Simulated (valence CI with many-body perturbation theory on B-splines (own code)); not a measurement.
**E1 line list for Mo²⁺**

Computed by valence CI with perturbative core correlation (CI+MBPT): four valence electrons over a frozen Dirac-Fock core [Kr], radial functions for each j: 7 s, 7 p, 8 d, 6 f, 4 g, 1 h, with the one-electron correlation potential Σ1, the two-electron term Σ2, the three-electron term Σ3, Breit, model QED; selected CI, second order for the rest, scaled by the run's own slope (own B-spline code, finite nucleus).

Against 67 measured levels this calculation errs by 561 cm⁻¹ on average and by 1275 at most. These come from a selection out of Sugar and Musgrove, J. Phys. Chem. Ref. Data 17, 155 (1988). Levels without a partner in it may be off by more, other configurations by 1,000 to 8,000 cm⁻¹. Among the levels kept, up to 470 cm⁻¹ of a level comes from second order outside the variational space, and about a tenth of that is noise between levels of different J, which matters for small intervals.

Lines 201 to 250 of 592 in falling wavelength, among levels below 15.467 eV, chosen from the strongest by gf and those to the six lowest levels. Wavelengths and rates use the calculated energies, so an error of 600 cm⁻¹ moves a line at 220.4 nm by 1.3 % and its rate by three times that or more. Electric multipoles are in the length gauge, E1 and E2 with the static RPA response of the core. Weak lines are less certain than strong ones. Lines between different terms over intervals too small for the method are left out, as are lines whose strength nearly cancels. Where a level lies close to another of its J and parity, the split of strength between their lines is uncertain. The highest levels of a list are the least certain.

Names give the largest LS component (configuration and term), which can be under half, so a name can repeat, a term be missing and a line seem to break the LS rules; names also repeat where a configuration has a term twice. Letters in brackets count levels of one name in rising energy.

```tsv
λ vac (nm)	λ from measured levels	Upper	Lower	A (s⁻¹)	log gf	Branch %
221.0		4d³5p ³D°_1 [e]	4d³5s ³F_2 [b]	3.12e+08	-0.16	32.2
220.9		4d³5p ³G°_5 [c]	4d³5s ³H_5	3.42e+07	-0.56	2.2
220.7		4d³5p ³G°_3 [b]	4d³5s ³F_2 [a]	3.47e+07	-0.75	3.5
220.5		4d³5p ¹F°_3 [a]	4d³5s ¹G_4	6.46e+07	-0.48	4.2
220.4	217.3	4d³5p ⁵D°_2 [a]	4d³5s ⁵F_3	2.32e+08	-0.07	22.2
220.2	216.7	4d³5p ⁵D°_0 [a]	4d³5s ⁵F_1	4.02e+08	-0.53	28.3
220.2		4d³5p ¹G°_4 [a]	4d³5s ³G_5	3.15e+07	-0.69	3.1
220.1		4d³5p ⁵F°_3	4d³5s ⁵F_3	2.51e+08	0.11	25.9
220.0		4d³5p ³D°_3 [b]	4d³5s ⁵F_4	1.44e+08	-0.13	15.6
220.0	216.9	4d³5p ⁵F°_1	4d³5s ⁵F_2	2.65e+08	-0.24	27.9
220.0	217.2	4d³5p ⁵F°_4	4d³5s ⁵F_3	3.81e+07	-0.60	3.8
220.0		4d³5p ³I°_6	4d³5s ³G_5	1.59e+07	-0.82	3.8
219.8		4d³5p ³P°_2 [d]	4d³5s ³D_2 [b]	1.13e+08	-0.39	13.2
219.6		4d³5p ³S°_1 [b]	4d³5s ³P_1 [b]	9.86e+07	-0.67	9.8
219.5	216.6	4d³5p ⁵F°_2	4d³5s ⁵F_2	2.81e+08	0.01	28.4
219.5	216.8	4d³5p ⁵F°_5	4d³5s ⁵F_4	7.87e+07	-0.20	11.4
219.4		4d³5p ³G°_5 [b]	4d³5s ³F_4 [a]	7.86e+07	-0.21	7.0
219.3	216.2	4d³5p ⁵D°_1 [a]	4d³5s ⁵F_1	3.60e+08	-0.11	31.1
218.9		4d³5p ³P°_2 [d]	4d³5s ³D_3 [b]	2.04e+08	-0.13	23.8
218.6		4d³5p ¹I°_6	4d³5s ³H_6	1.94e+07	-0.74	2.1
218.3		4d³5p ³D°_3 [c]	4d³5s ³G_4	4.61e+07	-0.64	4.4
217.9		4d³5p ¹P°_1 [c]	4d³5s ¹D_2 [b]	3.48e+08	-0.13	32.1
217.7		4d³5p ³G°_4 [b]	4d³5s ³F_3 [a]	5.80e+07	-0.43	4.5
217.6	214.6	4d³5p ⁵F°_2	4d³5s ⁵F_1	1.02e+08	-0.44	10.3
217.4		4d³5p ³P°_0 [d]	4d³5s ³D_1 [a]	2.44e+08	-0.76	23.1
217.4		4d³5p ⁵D°_4 [a]	4d³5s ⁵F_3	7.93e+07	-0.30	7.5
217.2		4d³5p ⁵F°_3	4d³5s ⁵F_2	1.13e+08	-0.25	11.7
217.1		4d³5p ¹G°_4 [a]	4d³5s ³G_3	2.68e+07	-0.77	2.6
216.8		4d³5p ³P°_1 [d]	4d³5s ³D_1 [b]	1.37e+08	-0.54	16.1
216.5		4d³5p ³D°_3 [f]	4d³5s ³H_4	5.90e+07	-0.54	6.2
216.2		4d³5p ³G°_4 [c]	4d³5s ³H_5	2.64e+08	0.22	21.8
216.2		4d³5p ³P°_1 [d]	4d³5s ³D_2 [b]	2.04e+08	-0.37	23.9
215.9		4d³5p ¹F°_3 [c]	4d³5s ³D_2 [b]	2.81e+07	-0.86	2.7
215.2		4d³5p ³P°_0 [e]	4d³5s ³D_1 [b]	3.46e+08	-0.62	40.7
215.2		4d³5p ¹H°_5 [b]	4d³5s ³H_6	1.43e+08	0.04	8.6
214.5		4d³5p ¹H°_5 [b]	4d³5s ³H_5	2.55e+07	-0.71	1.5
214.0		4d³5p ³G°_3 [d]	4d³5s ³H_4	2.23e+08	0.03	17.8
212.9		4d³5p ³G°_4 [c]	4d³5s ³H_4	3.87e+07	-0.63	3.2
212.9		4d³5p ³F°_2 [c]	4d³5s ³G_3	1.07e+08	-0.44	8.9
212.8		4d³5p ³P°_2 [c]	4d³5s ³P_2 [a]	6.57e+07	-0.65	5.8
212.4		4d³5p ³P°_2 [c]	4d³5s ³P_1 [a]	4.33e+07	-0.83	3.9
212.1		4d³5p ³G°_4 [a]	4d³5s ⁵F_4	5.83e+07	-0.45	8.1
211.5		4d³5p ³D°_3 [d]	4d³5s ³G_4	3.65e+07	-0.77	2.9
210.9		4d³5p ³G°_5 [a]	4d³5s ⁵F_5	1.05e+08	-0.11	14.5
209.5		4d³5p ³F°_4 [c]	4d³5s ³G_5	3.24e+07	-0.72	2.8
207.9		4d³5p ¹F°_3 [a]	4d⁴ ¹D_2 [b]	5.90e+07	-0.57	3.9
207.8		4d³5p ⁵S°_2	4d³5s ⁵P_3	1.25e+08	-0.39	21.8
207.3		4d³5p ³F°_2 [a]	4d⁴ ³F_2 [b]	6.35e+07	-0.69	11.3
204.3		4d³5p ⁵S°_2	4d³5s ⁵P_2	1.15e+08	-0.45	20.0
203.9		4d³5p ³F°_3 [a]	4d⁴ ³F_3 [b]	6.41e+07	-0.55	10.7
```

**Question.** How does gf follow from A for the line at 212.4 nm?

**Answer.** gf = 1.4992 × (2J+1)_upper × A / σ², with σ = 47074 cm⁻¹ and 2J+1 = 5: gf = 0.147.
